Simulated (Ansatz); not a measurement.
Relaxation of AlClH$_{4}$OSi (8 atoms, charge 0, multiplicity 1), to a largest force component of 0.02 eV/Å in at most 50 steps.

Theory: Ansatz, UKS PBE-D4/def2-SVP.

```xyz
8
Properties=species:S:1:pos:R:3:forces:R:3
O -1.808 -0.305 0.646 -0.34 0.19 -1.50
Si -0.707 0.571 -0.326 -0.61 -0.05 0.64
Al 1.305 -0.610 -0.330 1.99 -0.83 0.78
Cl 2.461 -0.971 1.590 -0.87 0.22 -1.29
H -1.490 -0.225 1.537 0.24 -0.08 1.48
H -1.200 0.695 -1.707 -0.41 0.01 -0.46
H -0.462 1.924 0.226 -0.06 0.61 0.11
H 1.993 -1.136 -1.693 0.07 -0.07 0.24
```

Question: Where does it end, and by what steps?

Answer: The forces met the threshold. The force dipped under the threshold on the way, but the program's further checks kept it going. After 16 steps the energy has fallen by 0.380 eV; Cl4 moved furthest, 1.04 Å.

```csv
step,energy less start (eV),largest force component (eV/Å),accepted
0,0.0000,1.986,yes
1,-0.2857,0.517,yes
2,-0.3163,0.360,yes
3,-0.3256,0.321,yes
4,-0.3413,0.166,yes
5,-0.3492,0.226,yes
6,-0.3587,0.330,yes
7,-0.3625,0.387,yes
8,-0.3720,0.166,yes
9,-0.3760,0.076,yes
10,-0.3777,0.234,yes
11,-0.3789,0.121,yes
12,-0.3779,0.108,no
13,-0.3798,0.034,yes
14,-0.3801,0.015,yes
15,-0.3800,0.036,no
16,-0.3802,0.008,yes
```

```xyz
8
Properties=species:S:1:pos:R:3
O -1.575 0.019 0.972
Si -0.753 0.648 -0.367
Al 1.377 -0.580 -0.434
Cl 1.609 -1.547 1.468
H -0.974 -0.384 1.627
H -1.624 0.449 -1.579
H -0.521 2.140 -0.253
H 2.553 -0.802 -1.491
```

Time of the run: 15 s on 2 threads of AMD EPYC 9R45 96-Core Processor (Zen 5), on a shared host, peak memory 0.2 GiB.
